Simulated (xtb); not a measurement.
xtb input file for Si(H)(OH)2(SH) (H₄O₂SSi), SMILES S[SiH](O)O, GFN2-xTB. 

```
$ xtb mol.xyz --gfn 2 --sp --chrg 0 --uhf 0 --json
$ cat mol.xyz
8

Si    -0.54475323    -0.06985755    -0.21878786
O     -0.01728776    -0.97763563    -1.44493393
O     -1.05426561    -1.06096945     0.95757277
S      1.10231155     1.10848519     0.49880021
H     -1.60145176     0.81579265    -0.67217003
H     -0.26474692    -1.89644557    -1.50097253
H     -1.16669418    -0.74841174     1.85001501
H      1.59488044     1.38014799    -0.69575634
```

Log of the run:

```
[banner left out]
          |                Calculation Setup                |
           -------------------------------------------------



           -------------------------------------------------
          |                 G F N 2 - x T B                 |
           -------------------------------------------------

        Reference                      10.1021/acs.jctc.8b01176
      * Hamiltonian:
        H0-scaling (s, p, d)           1.850000    2.230000    2.230000
        zeta-weighting                 0.500000
      * Dispersion:
        s8                             2.700000
        a1                             0.520000
        a2                             5.000000
        s9                             5.000000
      * Repulsion:
        kExp                           1.500000    1.000000
        rExp                           1.000000
      * Coulomb:
        alpha                          2.000000
        third order                    shell-resolved
        anisotropic                    true
        a3                             3.000000
        a5                             4.000000
        cn-shift                       1.200000
        cn-exp                         4.000000
        max-rad                        5.000000


          ...................................................
          :                      SETUP                      :
          :.................................................:
          :  # basis functions                  32          :
          :  # atomic orbitals                  30          :
          :  # shells                           14          :
          :  # electrons                        26          :
          :  max. iterations                   250          :
          :  Hamiltonian                  GFN2-xTB          :
          :  restarted?                      false          :
          :  GBSA solvation                  false          :
          :  PC potential                    false          :
          :  electronic temp.          300.0000000     K    :
          :  accuracy                    1.0000000          :
          :  -> integral cutoff          0.2500000E+02      :
          :  -> integral neglect         0.1000000E-07      :
          :  -> SCF convergence          0.1000000E-05 Eh   :
          :  -> wf. convergence          0.1000000E-03 e    :
          :  Broyden damping             0.4000000          :
          :  net charge                          0          :
          :  unpaired electrons                  0          :
          ...................................................

 iter      E             dE          RMSdq      gap      omega  full diag
   1    -15.3025654 -0.153026E+02  0.798E+00    6.29       0.0  T
   2    -15.3537940 -0.512286E-01  0.397E+00    5.47       1.0  T
   3    -15.3532158  0.578191E-03  0.236E+00    5.47       1.0  T
   4    -15.3603608 -0.714498E-02  0.107E+00    5.07       1.0  T
   5    -15.3591382  0.122254E-02  0.833E-01    5.40       1.0  T
   6    -15.3627528 -0.361462E-02  0.136E-01    5.25       1.0  T
   7    -15.3627312  0.216874E-04  0.768E-02    5.26       1.0  T
   8    -15.3627564 -0.252219E-04  0.177E-02    5.24       2.0  T
   9    -15.3627578 -0.137681E-05  0.108E-02    5.24       3.3  T
  10    -15.3627583 -0.530195E-06  0.336E-03    5.25      10.5  T
  11    -15.3627583 -0.427887E-07  0.563E-04    5.24      62.8  T
  12    -15.3627583 -0.163559E-08  0.276E-04    5.25     127.9  T

   *** convergence criteria satisfied after 12 iterations ***

         #    Occupation            Energy/Eh            Energy/eV
      -------------------------------------------------------------
         1        2.0000           -0.7992798             -21.7495
       ...           ...                  ...                  ...
         7        2.0000           -0.5106474             -13.8954
         8        2.0000           -0.5043065             -13.7229
         9        2.0000           -0.4847083             -13.1896
        10        2.0000           -0.4776954             -12.9988
        11        2.0000           -0.4677538             -12.7282
        12        2.0000           -0.4094432             -11.1415
        13        2.0000           -0.3724765             -10.1356 (HOMO)
        14                         -0.1797249              -4.8906 (LUMO)
        15                         -0.1501173              -4.0849
        16                         -0.1321609              -3.5963
        17                         -0.1019229              -2.7735
        18                         -0.0428425              -1.1658
       ...                                ...                  ...
        30                          0.8108844              22.0653
      -------------------------------------------------------------
                  HL-Gap            0.1927516 Eh            5.2450 eV
             Fermi-level           -0.2761007 Eh           -7.5131 eV

 SCC (total)                   0 d,  0 h,  0 min,  0.005 sec
 SCC setup                      ...        0 min,  0.000 sec (  1.589%)
 Dispersion                     ...        0 min,  0.000 sec (  0.669%)
 classical contributions        ...        0 min,  0.000 sec (  0.478%)
 integral evaluation            ...        0 min,  0.001 sec ( 18.273%)
 iterations                     ...        0 min,  0.002 sec ( 48.309%)
 molecular gradient             ...        0 min,  0.001 sec ( 28.813%)
 printout                       ...        0 min,  0.000 sec (  1.670%)

         :::::::::::::::::::::::::::::::::::::::::::::::::::::
         ::                     SUMMARY                     ::
         :::::::::::::::::::::::::::::::::::::::::::::::::::::
         :: total energy             -15.269539575271 Eh    ::
         :: gradient norm              0.000177129912 Eh/a0 ::
         :: HOMO-LUMO gap              5.245039320940 eV    ::
         ::.................................................::
         :: SCC energy               -15.362755284436 Eh    ::
         :: -> isotropic ES            0.069084941492 Eh    ::
         :: -> anisotropic ES         -0.000552553285 Eh    ::
         :: -> anisotropic XC         -0.000979933092 Eh    ::
         :: -> dispersion             -0.004479379814 Eh    ::
         :: repulsion energy           0.093215709165 Eh    ::
         :: add. restraining           0.000000000000 Eh    ::
         :: total charge               0.000000000000 e     ::
         :::::::::::::::::::::::::::::::::::::::::::::::::::::

           -------------------------------------------------
          |                Property Printout                |
           -------------------------------------------------

    * Orbital Energies and Occupations

         #    Occupation            Energy/Eh            Energy/eV
      -------------------------------------------------------------
         1        2.0000           -0.7992798             -21.7495
         2        2.0000           -0.6981998             -18.9990
         3        2.0000           -0.6962126             -18.9449
         4        2.0000           -0.6447797             -17.5453
         5        2.0000           -0.5891825             -16.0325
         6        2.0000           -0.5484747             -14.9248
         7        2.0000           -0.5106474             -13.8954
         8        2.0000           -0.5043065             -13.7229
         9        2.0000           -0.4847083             -13.1896
        10        2.0000           -0.4776954             -12.9988
        11        2.0000           -0.4677538             -12.7282
        12        2.0000           -0.4094432             -11.1415
Note: The following floating-point exceptions are signalling: IEEE_UNDERFLOW_FLAG IEEE_DENORMAL
normal termination of xtb
        13        2.0000           -0.3724765             -10.1356 (HOMO)
        14                         -0.1797249              -4.8906 (LUMO)
        15                         -0.1501173              -4.0849
        16                         -0.1321609              -3.5963
        17                         -0.1019229              -2.7735
        18                         -0.0428425              -1.1658
        19                         -0.0032555              -0.0886
        20                          0.0053602               0.1459
        21                          0.0235427               0.6406
        22                          0.0667107               1.8153
        23                          0.0860697               2.3421
        24                          0.1395284               3.7968
       ...                                ...                  ...
        30                          0.8108844              22.0653
      -------------------------------------------------------------
                  HL-Gap            0.1927516 Eh            5.2450 eV
             Fermi-level           -0.2761007 Eh           -7.5131 eV

     #   Z          covCN         q      C6AA      α(0)
     1  14 Si       3.345     0.598   110.321    20.998
     2   8 O        1.576    -0.461    22.127     6.347
     3   8 O        1.576    -0.468    22.272     6.368
     4  16 S        1.798    -0.400   158.699    21.204
     5   1 H        0.921    -0.057     4.272     3.232
     6   1 H        0.811     0.318     0.668     1.284
     7   1 H        0.810     0.312     0.684     1.298
     8   1 H        0.923     0.158     1.339     1.809

 Mol. C6AA /au·bohr⁶  :       1368.353294
 Mol. C8AA /au·bohr⁸  :      54710.416520
 Mol. α(0) /au        :         62.540408


Wiberg/Mayer (AO) data.
largest (>0.10) Wiberg bond orders for each atom

 ---------------------------------------------------------------------------
     #   Z sym  total        # sym  WBO       # sym  WBO       # sym  WBO
 ---------------------------------------------------------------------------
     1  14 Si   4.201 --     2 O    1.193     3 O    1.188     4 S    0.925
                             5 H    0.861
     2   8 O    2.194 --     1 Si   1.193     6 H    0.879
     3   8 O    2.192 --     1 Si   1.188     7 H    0.888
     4  16 S    2.027 --     8 H    0.962     1 Si   0.925
     5   1 H    0.997 --     1 Si   0.861
     6   1 H    0.899 --     2 O    0.879
     7   1 H    0.902 --     3 O    0.888
     8   1 H    0.975 --     4 S    0.962
 ---------------------------------------------------------------------------

Topologies differ in total number of bonds
Writing topology from bond orders to xtbtopo.mol

molecular dipole:
                 x           y           z       tot (Debye)
 q only:       -0.699      -0.383      -0.157
   full:       -0.832      -0.608      -0.253       2.696
molecular quadrupole (traceless):
                xx          xy          yy          xz          yz          zz
 q only:       -1.339      -0.762       0.006      -2.530      -0.192       1.333
  q+dip:       -1.820      -2.438       0.171      -3.818      -1.290       1.649
   full:       -2.278      -0.886      -0.147      -4.395      -0.813       2.425


           -------------------------------------------------
          | TOTAL ENERGY              -15.269539575271 Eh   |
          | GRADIENT NORM               0.000177129912 Eh/α |
          | HOMO-LUMO GAP               5.245039320940 eV   |
           -------------------------------------------------

------------------------------------------------------------------------
------------------------------------------------------------------------
 total:
 SCF:
```

The calculation finished and met its thresholds.

Cost: about 0.03 core-seconds (a rough figure).
